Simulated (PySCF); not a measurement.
Si(AsH2)(F)3 (AsF3H2Si), SMILES [AsH2][Si](F)(F)F. Atoms are numbered in the order given.

```xyz
7

F     -1.4459    -0.7557     1.2969
Si    -0.8677     0.0022     0.0000
F     -1.4459    -0.7557    -1.2969
F     -1.5110     1.4780     0.0000
As     1.4774    -0.0529     0.0000
H      1.5086     1.0075    -1.1022
H      1.5086     1.0075     1.1022
```

Geometry: B3LYP-D3(BJ)/def2-SVP.

Computed with PBE/def2-TZVP in PySCF.

ESP charges are fitted to the potential on shells at 1.4 to 2.0 van der Waals radii. Atomic charges (e):

```csv
atom,ESP fit,Löwdin
F1,?,0.04
Si2,?,-0.33
F3,?,0.04
F4,?,0.04
As5,?,0.19
H6,?,0.01
H7,?,0.01
```

**Question.** Some entries are withheld; supply them. (The exact figures need the calculation; the answer reports its results.)

**Answer.** 
- F1, ESP fit: -0.20
- Si2, ESP fit: 0.62
- F3, ESP fit: -0.20
- F4, ESP fit: -0.24
- As5, ESP fit: -0.08
- H6, ESP fit: 0.05
- H7, ESP fit: 0.05

Computed Mayer and Wiberg (Löwdin basis) orders of the bonds:
```tsv
bond	Mayer	Wiberg
F1–Si2	1.17	1.75
Si2–F3	1.17	1.75
Si2–F4	1.17	1.75
Si2–As5	1.08	1.35
As5–H6	0.93	0.96
As5–H7	0.93	0.96
```
